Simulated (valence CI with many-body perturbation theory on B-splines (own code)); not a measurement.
Energy levels of Sb28+

Method: valence CI with perturbative core correlation (CI+MBPT): five valence electrons over a frozen Dirac-Fock core [Ar], a basis of 7 s, 7 p, 8 d, 6 f, 4 g, 1 h functions for each j, with the one-electron correlation potential Σ1 (screened to all orders), the two-electron term Σ2, the three-electron term Σ3, Breit, model QED; selected single and double excitations, second order for the rest, scaled by the run's own slope (own B-spline code, finite nucleus).

The last digits are not significant, and no measured levels were compared; by estimate large intervals hold to a few tenths of a per cent, small ones and those within an open d or f shell to about a per cent. Only levels of the ground parity were solved; by the run's estimate the other parity begins above the list, which can be wrong where configurations are misplaced.

Levels 1 to 37 of 37, with energies above the lowest level, 3d⁵ ⁶S_5/2. "Leading %" is the weight of the configuration and term that name the level; weights of strongly mixed levels are sums over their largest components and can fall short. Lifetimes count E1, E2, E3, M1 and M2 decay at the calculated energies, and are blank where another channel may lead or the interval is too uncertain; long ones can be off by a factor of two.

```
No.  Configuration  Term     J  E (eV)  Leading %  Second component      g  Lifetime
  1            3d⁵    ⁶S   5/2   0.000         69       23 % 3d⁵ ⁴P  1.834          
  2            3d⁵    ²F   5/2  10.645         25       24 % 3d⁵ ⁴G  1.095    107 μs
  3            3d⁵    ⁴G   7/2  16.245         53       18 % 3d⁵ ²F  1.114    290 μs
  4            3d⁵    ⁴P   3/2  16.769         42       42 % 3d⁵ ⁴D  1.334   52.3 μs
  5            3d⁵    ⁴G  11/2  17.062         64       25 % 3d⁵ ²H  1.185          
  6            3d⁵    ⁴G   5/2  18.551         36       31 % 3d⁵ ⁴D  1.093   85.2 μs
  7            3d⁵    ⁴G   9/2  18.597         70       13 % 3d⁵ ⁴F  1.161   5.16 ms
  8            3d⁵    ⁴P   1/2  19.886         64       26 % 3d⁵ ⁴D  1.891   1.50 ms
  9            3d⁵    ⁴D   7/2  23.272         43       21 % 3d⁵ ⁴G  1.229    223 μs
 10            3d⁵    ²D   5/2  24.107         35       21 % 3d⁵ ⁴D  1.230   53.3 μs
 11            3d⁵    ²F   7/2  26.588         34       21 % 3d⁵ ⁴D  1.148    156 μs
 12            3d⁵    ²I  11/2  26.598         64       27 % 3d⁵ ⁴G  1.028    136 μs
 13            3d⁵    ²D   3/2  27.648         47       36 % 3d⁵ ⁴D  0.997    184 μs
 14            3d⁵    ⁴D   1/2  27.773         73       22 % 3d⁵ ⁴P  0.674   78.7 μs
 15            3d⁵    ²G   9/2  28.555         47       26 % 3d⁵ ⁴G  1.148    147 μs
 16            3d⁵    ⁴F   3/2  29.090         44       41 % 3d⁵ ⁴P  1.023   30.2 μs
 17            3d⁵    ²I  13/2  29.308        100                    1.073    734 μs
 18            3d⁵    ²F   5/2  30.989         35       20 % 3d⁵ ⁴F  1.021   44.1 μs
 19            3d⁵    ²H   9/2  34.073         53       45 % 3d⁵ ⁴F  1.100   41.4 μs
 20            3d⁵    ⁴F   5/2  35.341         38       25 % 3d⁵ ²F  1.079   33.3 μs
 21            3d⁵    ²G   7/2  35.478         60       31 % 3d⁵ ²F  0.994    167 μs
 22            3d⁵    ²F   5/2  37.890         40       17 % 3d⁵ ²D  1.103   25.4 μs
 23            3d⁵    ²D   3/2  37.933         64       29 % 3d⁵ ⁴F  0.731   88.5 μs
 24            3d⁵    ²F   7/2  38.889         63       27 % 3d⁵ ²G  1.077   46.4 μs
 25            3d⁵    ²S   1/2  40.429         73       14 % 3d⁵ ⁴P  1.914   37.8 μs
 26            3d⁵    ⁴F   7/2  41.765         47       26 % 3d⁵ ²F  1.185   33.1 μs
 27            3d⁵    ²G   9/2  42.367         51       27 % 3d⁵ ²H  1.100   72.0 μs
 28            3d⁵    ²H  11/2  42.683         65       25 % 3d⁵ ²I  1.061   29.3 μs
 29            3d⁵    ²D   3/2  45.762         74       14 % 3d⁵ ⁴D  0.841   20.8 μs
 30            3d⁵    ²D   5/2  47.548         62       27 % 3d⁵ ²F  1.101   23.2 μs
 31            3d⁵    ²G   9/2  50.511         93                    1.107          
 32            3d⁵    ²D   5/2  51.142         53       28 % 3d⁵ ²F  1.104   27.2 μs
 33            3d⁵    ²G   7/2  53.179         80       17 % 3d⁵ ²F  0.938   35.9 μs
 34            3d⁵    ²P   3/2  55.982         80       19 % 3d⁵ ²D  1.219          
 35            3d⁵    ²P   1/2  61.007         85       13 % 3d⁵ ²S  0.840   29.2 μs
 36            3d⁵    ²D   5/2  65.335         90                    1.186   15.0 μs
 37            3d⁵    ²D   3/2  67.825         79       19 % 3d⁵ ²P  0.889   18.1 μs
```

Names give the largest LS component (configuration and term), which can be under half, so a name can repeat, a term be missing and a line seem to break the LS rules; names also repeat where a configuration has a term twice.

The ionisation energy to 3d⁴ ⁵D0 of the next ion comes out as 1605.7 eV (NIST: 1606 ± 4 eV (theoretical)). All 37 levels together are meant to be complete up to 70.579 eV.
